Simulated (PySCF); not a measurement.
A species of formula C2H12Si4 has this rotational fingerprint, computed with wB97X-D/def2-SVPD in PySCF (dipole) on a GFN2-xTB geometry, gas phase:

```
Rotational constants : A = 2016, B = 910.9, C = 703.7 MHz
Dipole components    : |μa| = 0.56 D, |μb| = 0.28 D, |μc| = 0.38 D
Inertial defect      : -87.36 u·Å²
κ                    : -0.68
```

Question: Which structure is it? (One computed conformer of each.)
A. `[CH2:1]=[CH:2][Si@@H:3]([SiH3:4])[SiH2:5][SiH3:6]` with C1–C2–Si3–Si4 119°, C2–Si3–Si5–Si6 -29°
B. `C[Si@@H]1[SiH2]C[Si@H]1[SiH3]`
C. `[SiH3:1][Si:2]1([SiH3:3])[CH2:4][CH2:5][SiH2:6]1` with Si1–Si2–C4–C5 99°, Si2–C4–C5–Si6 17°, C4–C5–Si6–Si2 -14°, Si1–Si2–Si6–C5 -95°

Answer: B. It is C[Si@@H]1[SiH2]C[Si@H]1[SiH3], an asymmetric top, point group C1. The candidates at the same level (rigid rotor, commonest isotopes):

```
                        SMILES  A (MHz)  B (MHz)  C (MHz)  μa (D)  μb (D)  μc (D)  Δ (u·Å²)  point group           rotor
  [SiH3][Si]1([SiH3])CC[SiH2]1     1467     1124    817.1    0.52    0.05    0.56   -175.61           C1  asymmetric top
C=C[Si@@H]([SiH3])[SiH2][SiH3]     1558    833.2    655.5    0.08    0.67    0.03   -159.94           C1  asymmetric top
 C[Si@@H]1[SiH2]C[Si@H]1[SiH3]     2016    910.9    703.7    0.56    0.28    0.38    -87.36           C1  asymmetric top
```

`C=C[Si@@H]([SiH3])[SiH2][SiH3]` has A 23 % too low; `[SiH3][Si]1([SiH3])CC[SiH2]1` has A 27 % too low. No structure here is proved a minimum.
